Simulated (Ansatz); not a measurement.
```tsv
atom	x (Å)	y (Å)	z (Å)
B	-0.0003	0.0101	0.0684
H	1.2085	0.0500	-0.0062
H	-0.5929	1.0002	-0.0700
H	-0.6435	-0.9802	-0.0034
```

Basis set: aug-cc-pVDZ (spherical functions). Frozen core: 1 orbital. Charge 0, multiplicity 1.

Computed with Ansatz (development build ahead of 0.2.0); each method stands on the lowest determinant of its kind that the runs found. Restricted open shells among the atoms or ions are ROHF, correlated in semicanonical orbitals with singles.

(1) Give the atomization energy at this shape (free ground-state atoms in the same class of orbitals less the molecule, no zero-point energy) of singlet BH₃ by RHF-MP2, RHF.

Answers

(1)

```json
{"method": "RHF-MP2", "atomization energy": "11.36 eV"}
{"method": "RHF", "atomization energy": "9.87 eV"}
```
